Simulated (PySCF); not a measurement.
H7BO2SSi2, SMILES OB(O)[SiH2][SiH2]S, GFN2-xTB optimised geometry.

```
13

O      1.26     1.86    -1.62
B      1.90     0.72    -1.26
O      3.11     0.50    -1.81
Si     1.21    -0.65     0.00
Si    -1.12    -0.65     0.00
S     -1.67     1.47     0.00
H      0.38     2.04    -1.26
H      3.42     1.18    -2.42
H      1.59    -0.39     1.41
H      1.64    -2.04    -0.24
H     -1.90    -1.19     1.11
H     -1.83    -1.05    -1.22
H     -1.15     1.76     1.18
```

Density from PBE/def2-TZVP (PySCF 2.14.0) at that geometry.

Minimum of the electron density along straight lines between bonded atoms, close to the bond critical point (lines longer than 1.1 times the sum of covalent radii, or with two minima, are not listed):

```tsv
bond	length / Å	ρ at the minimum / e bohr⁻³	∇²ρ there / e bohr⁻⁵	position (fraction from the first atom)
O1–B2	1.354	0.212	0.96	0.67
B2–O3	1.350	0.215	0.97	0.33
B2–Si4	1.987	0.115	-0.06	0.61
Si4–Si5	2.332	0.091	-0.15	0.39
Si5–S6	2.194	0.088	0.07	0.36
O1–H7	0.962	0.354	-2.44	0.81
O3–H8	0.960	0.359	-2.43	0.80
Si4–H9	1.481	0.118	0.17	0.50
Si4–H10	1.469	0.121	0.17	0.50
Si5–H11	1.463	0.124	0.17	0.50
Si5–H12	1.462	0.124	0.18	0.50
S6–H13	1.325	0.219	-0.63	0.63
```
